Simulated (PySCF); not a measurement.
SiHClBr2, SMILES [SiH](Br)(Cl)Br.

Geometry: PBE0-D3(BJ)/def2-SVP.

Method: PBE/def2-TZVP run with PySCF.

Isolated molecule, no solvent.

```json
{
  "total_energy": "-5897.66602 hartree",
  "point_group": "Cs",
  "highest_occupied_level": "-7.43 eV",
  "lowest_empty_level": "-1.81 eV",
  "orbital_gap": "5.62 eV",
  "dipole_moment": "0.65 D",
  "quadrupole, principal values (traceless, Buckingham form, about the centre of nuclear charge)": "-1.37, -0.02, 1.39 D·Å",
  "mean_static_polarisability": "76.0 bohr³ (11.26 Å³)",
  "polarisability_principal_values": "60.7, 79.4, 88.0 bohr³"
}
```
